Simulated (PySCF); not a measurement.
Ge(H)(Et)(NH2)2, C₂H₁₀GeN₂, SMILES C[CH2][GeH]([NH2])[NH2], GFN2-xTB optimised geometry.

```
15

Ge    -1.43    -0.14     0.00
N     -1.98    -0.85     1.58
N     -2.27     1.48     0.00
C      0.57    -0.14     0.00
C      1.18    -1.53    -0.04
H     -1.97    -0.83    -1.24
H     -1.68    -1.80     1.78
H     -2.98    -0.80     1.75
H     -2.16     2.01     0.86
H     -2.06     2.10    -0.77
H      0.91     0.39     0.90
H      0.92     0.44    -0.86
H      0.83    -2.07    -0.92
H      2.27    -1.47    -0.08
H      0.90    -2.10     0.84
```

Density from PBE0/def2-TZVP in PySCF at that geometry.

Minimum of the electron density along straight lines between bonded atoms, close to the bond critical point (lines longer than 1.1 times the sum of covalent radii, or with two minima, are not listed):

| bond | length / Å | ρ at the minimum / e bohr⁻³ | ∇²ρ there / e bohr⁻⁵ | position (fraction from the first atom) |
|---|---|---|---|---|
| Ge1–N2 | 1.822 | 0.144 | 0.46 | 0.47 |
| Ge1–N3 | 1.820 | 0.145 | 0.46 | 0.47 |
| Ge1–C4 | 1.997 | 0.122 | 0.06 | 0.47 |
| C4–C5 | 1.522 | 0.244 | -0.59 | 0.50 |
| Ge1–H6 | 1.526 | 0.136 | 0.07 | 0.59 |
| N2–H7 | 1.009 | 0.336 | -1.62 | 0.73 |
| N2–H8 | 1.010 | 0.336 | -1.63 | 0.74 |
| N3–H9 | 1.011 | 0.336 | -1.61 | 0.73 |
| N3–H10 | 1.010 | 0.336 | -1.62 | 0.73 |
| C4–H11 | 1.091 | 0.276 | -0.93 | 0.64 |
| C4–H12 | 1.092 | 0.275 | -0.92 | 0.64 |
| C5–H13 | 1.089 | 0.279 | -0.96 | 0.64 |
| C5–H14 | 1.089 | 0.278 | -0.95 | 0.64 |
| C5–H15 | 1.088 | 0.279 | -0.96 | 0.64 |
